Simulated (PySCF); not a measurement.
C20H10: Orbital levels and atomic charges

System: C20H10 (carbon bowl).

Cartesian coordinates (Å):
```
  1 C     1.170   -0.441    0.725
  2 C     0.883   -1.013   -0.533
  3 C     0.418    0.014   -1.383
  4 C     0.419    1.221   -0.650
  5 C     0.883    0.940    0.653
  6 C     0.512    1.685    1.756
  7 C     0.665    0.999    3.004
  8 C     0.945   -0.345    3.074
  9 C     1.102   -1.157    1.905
 10 C     0.943   -2.569    1.724
 11 C     0.664   -3.127    0.499
 12 C     0.510   -2.335   -0.685
 13 C    -0.193   -2.608   -1.903
 14 C    -0.645   -1.608   -2.731
 15 C    -0.445   -0.221   -2.436
 16 C    -1.173    0.936   -2.865
 17 C    -1.172    2.111   -2.152
 18 C    -0.444    2.264   -0.928
 19 C    -0.643    3.166    0.167
 20 C    -0.190    2.892    1.436
 21 H     0.465    1.537    3.921
 22 H     0.954   -0.823    4.045
 23 H     0.953   -3.210    2.596
 24 H     0.462   -4.188    0.444
 25 H    -0.458   -3.632   -2.132
 26 H    -1.250   -1.876   -3.587
 27 H    -1.818    0.854   -3.730
 28 H    -1.816    2.917   -2.479
 29 H    -1.248    4.049    0.010
 30 H    -0.454    3.568    2.239
```

Method: B3LYP/6-31G*, gas phase, PySCF, fitting set def2-universal-JFIT up to Ne and JKFIT beyond, grid level 1.

Task: Give the orbital energies near the gap.

Result: 
```
orbital     eV
 HOMO-4  -8.13
 HOMO-3  -6.15
 HOMO-2  -6.15
 HOMO-1  -5.94
   HOMO  -5.94
   LUMO  -1.53
 LUMO+1  -1.53
 LUMO+2   0.07
 LUMO+3   0.42
```

Task: Give the partial charges of the non-hydrogen atoms.

Result: 
```tsv
atom	Mulliken	IAO	Hirshfeld
C1	-0.05	0.00	-0.01
C2	-0.05	-0.01	-0.01
C3	-0.05	0.00	-0.01
C4	-0.05	-0.01	-0.01
C5	-0.05	-0.01	-0.01
C6	0.18	0.00	0.01
C7	-0.19	-0.14	-0.04
C8	-0.19	-0.14	-0.04
C9	0.18	0.00	0.01
C10	-0.19	-0.14	-0.04
C11	-0.19	-0.14	-0.04
C12	0.18	0.00	0.01
C13	-0.19	-0.14	-0.04
C14	-0.19	-0.14	-0.04
C15	0.18	0.00	0.01
C16	-0.19	-0.14	-0.04
C17	-0.19	-0.14	-0.04
C18	0.18	0.00	0.01
C19	-0.19	-0.14	-0.04
C20	-0.19	-0.14	-0.04
```
